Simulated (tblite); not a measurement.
Input of a run (GFN2-xTB geometry optimisation, gas phase (tblite 0.8.0)), started from a force field or distance geometry:
```
{"job": {"kind": "relax", "xc": "GFN2-xTB", "basis": "xTB"}, "charge": 1, "multiplicity": 2}
Si     2.286700     0.555000    -0.596200
C      1.110600    -0.794100    -0.191600
C     -0.252700    -0.397700     0.139800
C     -1.248800    -1.444100     0.470700
N     -2.501000    -0.833900     0.754500
C     -2.776300     0.427900     0.706400
N     -1.802700     1.421000     0.372900
C     -0.577000     1.030600     0.101800
H      1.761500     1.654000    -1.374000
H      2.916700     1.104500     0.633500
H      3.408300    -0.047100    -1.355000
H      1.097100    -1.562600    -1.001100
H      1.508300    -1.328300     0.728400
H     -1.250200    -2.299400    -0.215900
H     -3.798500     0.724600     0.948800
H      0.110300     1.798700    -0.134400
```

Output (eV, eV/Å):
```
step      E/eV     max force
  0    -593.30278    6.182
  1    -594.27385    2.963
  2    -594.65431    1.996
  3    -594.85226    1.016
  4    -594.98251    0.775
  5    -595.03455    0.610
  6    -595.08491    0.586
  7    -595.12792    0.616
  8    -595.16174    0.591
  9    -595.18156    0.327
 10    -595.19301    0.219
 11    -595.20111    0.214
 12    -595.20724    0.189
 13    -595.21063    0.117
 14    -595.21278    0.105
 15    -595.21506    0.111
 16    -595.21813    0.170
 17    -595.22161    0.184
 18    -595.22493    0.137
 19    -595.22789    0.126
 20    -595.23059    0.130
 21    -595.23282    0.108
 22    -595.23445    0.129
 23    -595.23585    0.116
 24    -595.23743    0.104
 25    -595.23942    0.101
 26    -595.24176    0.117
 27    -595.24418    0.126
 28    -595.24629    0.111
 29    -595.24785    0.085
 30    -595.24897    0.075
 31    -595.24992    0.069
 32    -595.25085    0.085
 33    -595.25176    0.085
 34    -595.25253    0.055
 35    -595.25320    0.064
 36    -595.25391    0.069
 37    -595.25466    0.082
 38    -595.25530    0.056
 39    -595.25584    0.053
 40    -595.25644    0.064
 41    -595.25724    0.096
 42    -595.25807    0.085
 43    -595.25867    0.050
 44    -595.25905    0.045
 45    -595.25942    0.062
 46    -595.25994    0.083
 47    -595.26056    0.069
 48    -595.26113    0.046
 49    -595.26159    0.046
 50    -595.26207    0.068
 51    -595.26259    0.074
 52    -595.26308    0.055
 53    -595.26352    0.057
 54    -595.26401    0.063
 55    -595.26464    0.087
 56    -595.26531    0.078
 57    -595.26579    0.049
 58    -595.26604    0.037
 59    -595.26622    0.044
 60    -595.26636    0.041
 61    -595.26645    0.022
 62    -595.26651    0.021
 63    -595.26656    0.025
 64    -595.26663    0.033
 65    -595.26673    0.030
 66    -595.26682    0.025
 67    -595.26690    0.031
 68    -595.26699    0.034
 69    -595.26711    0.037
 70    -595.26724    0.030
 71    -595.26739    0.027
 72    -595.26756    0.035
 73    -595.26775    0.037
 74    -595.26794    0.037
 75    -595.26807    0.026
 76    -595.26817    0.028
 77    -595.26828    0.033
 78    -595.26840    0.030
 79    -595.26851    0.029
 80    -595.26859    0.020
 81    -595.26864    0.015
 82    -595.26869    0.015
 83    -595.26872    0.013
 84    -595.26875    0.011
 85    -595.26877    0.011
 86    -595.26879    0.011
 87    -595.26881    0.011
 88    -595.26883    0.012
 89    -595.26886    0.013
 90    -595.26889    0.016
 91    -595.26894    0.018
 92    -595.26902    0.023
 93    -595.26910    0.022
 94    -595.26919    0.023
 95    -595.26929    0.024
 96    -595.26945    0.033
 97    -595.26972    0.046
 98    -595.27014    0.052
 99    -595.27070    0.069
100    -595.27136    0.069
101    -595.27209    0.099
102    -595.27262    0.135
103    -595.27392    0.172
104    -595.27514    0.089
105    -595.27625    0.078
106    -595.27844    0.268
107    -595.28109    0.128
108    -595.28388    0.154
109    -595.28859    0.243
110    -595.29280    0.117
111    -595.29475    0.185
112    -595.29672    0.119
113    -595.29800    0.129
114    -595.29949    0.111
115    -595.30095    0.110
116    -595.30296    0.117
117    -595.30446    0.111
118    -595.30589    0.105
119    -595.30710    0.087
120    -595.30808    0.099
121    -595.30914    0.046
122    -595.30974    0.049
123    -595.30996    0.042
124    -595.31022    0.050
125    -595.31061    0.049
126    -595.31107    0.057
127    -595.31154    0.061
128    -595.31206    0.065
129    -595.31250    0.050
130    -595.31286    0.051
131    -595.31309    0.064
132    -595.31330    0.044
133    -595.31350    0.033
134    -595.31369    0.032
135    -595.31384    0.039
136    -595.31394    0.026
137    -595.31400    0.021
138    -595.31406    0.022
139    -595.31410    0.015
140    -595.31413    0.011
141    -595.31415    0.012
142    -595.31416    0.008
```

Problem. Summarise the run.

Solution. The energy falls by 194.1 kJ/mol over 142 L-BFGS steps, the largest force on an atom goes from 6.18 to 0.008 eV/Å, and the atoms move by 0.805 Å rms after alignment. The bond that changes most is Si1–C2 (ends: silicon bonded to C and 3 H; carbon bonded to C, Si and 2 H), which lengthens by 0.161 Å. Bonds longer at the end by more than 0.005 Å: 4 of 16; shorter: 12. Among the angles that change most is C3–C4–N5, from 109.5° to 122.2°. Among the dihedrals that turn most is Si1–C2–C3–C8, from 1° to -65°. The energy never rose by more than 1e-5 eV on the way. The first step brought 48 % of the lowering.

Problem. What are the final bond lengths?

Solution. Si1–C2 1.996 Å, C2–C3 1.446 Å, C3–C4 1.413 Å, C4–N5 1.299 Å, N5=C6 1.313 Å, C6–N7 1.316 Å, N7=C8 1.299 Å, C3–C8 1.412 Å, Si1–H9 1.460 Å, Si1–H10 1.464 Å, Si1–H11 1.455 Å, C2–H12 1.086 Å, C2–H13 1.088 Å, C4–H14 1.083 Å, C6–H15 1.078 Å, C8–H16 1.084 Å. Numbering counts from 1 in the input's order; the species is `[SiH3]C[C+]1[CH]N=CN=C1` [radical].

Time: 1.1 s of wall time. Hardware: one thread, Arm Neoverse V1 (aarch64) (shared host).

Its GFN2-xTB frequencies are all real (lowest 52 cm⁻¹).

One conformer stands for the species.

All values are computed, not measured.
